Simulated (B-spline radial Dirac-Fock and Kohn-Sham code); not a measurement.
**Auger decay of the M5 hole in Sn⁴⁺**

System: the Sn⁴⁺ ion, configuration [Kr] 4d10.

The computed values come from a radial atomic solver: independent-particle radiative and Coulomb Auger rates from relativistic LDA hole-state orbitals, with Dirac-Fock energies. Kinetic energies are configuration averages from the vacuum level; the two-hole energies are estimated from single-hole states.

| transition | kinetic energy (eV) | width (meV) | share (%) |
| --- | --- | --- | --- |
| M5-N1N3 | 172.9 | 7.16 | 1.4 |
| M5-N2N3 | 215.4 | 9.21 | 1.8 |
| M5-N3N3 | 222.8 | 6.44 | 1.3 |
| M5-N1N4 | 243.4 | 7.35 | 1.4 |
| M5-N1N5 | 244.5 | 68.1 | 13.3 |
| M5-N2N5 | 288.2 | 60.5 | 11.8 |
| M5-N3N4 | 295.0 | 5.38 | 1.0 |
| M5-N3N5 | 297.2 | 101 | 19.7 |
| M5-N4N5 | 367.8 | 112 | 21.9 |
| M5-N5N5 | 369.0 | 130 | 25.4 |

The listed channels hold 99 % of the non-radiative rate. Summed by principal shells, of 0.513 eV in all: MNN 100.0 %.
